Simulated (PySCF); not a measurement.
Compound: C3H2FS3 (doublet state).
Atom-mapped SMILES: `[F:1][C@@H:2]1[CH:3][S:4][C:5](=[S:6])[S:7]1` (hydrogens: H8 on C2; H9 on C3)

Structure used (GFN2-xTB), in Å, numbered top down from 1:
```xyz
9
C3H2FS3 angstrom
F     -1.224   -0.432   -1.672
C     -1.005   -0.368   -0.299
C     -0.618    0.988    0.123
S      1.013    1.316    0.383
C      1.596   -0.339    0.414
S      3.155   -0.715    0.701
S      0.340   -1.528    0.134
H     -1.939   -0.724    0.154
H     -1.303    1.809    0.036
```

Method used: UKS B3LYP, pcH-1 on C F H S, non-relativistic, mean-field spin-orbit, GIAO in PySCF. Isolated species at its GFN2-xTB geometry (one conformer only). The geometry wasn't refined by DFT: couplings that depend on bond lengths, twists or pyramidal angles can differ widely from those at the functional's own minimum. No stability test was run, so a lower SCF solution isn't excluded.

Problem. Match the computed a_iso(1H) values -48.7, +28.6 MHz with the sites H8; H9.

Solution. 
```tsv
site	a_iso (MHz)	ρ(0) (bohr⁻³)	position	distance from C3 (Å)	bound to	spin population there	largest |T| (MHz)
H8	+28.6	+0.0064	β, 2 bonds from C3	2.16	C2	-0.02	7.8
H9	-48.7	-0.0109	α, 1 bond from C3	1.07	C3	+0.74	31.3
```

ρ(0) is the spin density at the nucleus and T the dipolar tensor; a_iso includes a spin–orbit part. The largest Mulliken spin populations are on C3 (+0.74), S6 (+0.21) and S4 (+0.12). The angles at C3 add up to 358.3°, so it is nearly planar; its axial dipolar tensor and the negative coupling of its proton fit spin in a p orbital normal to that plane.
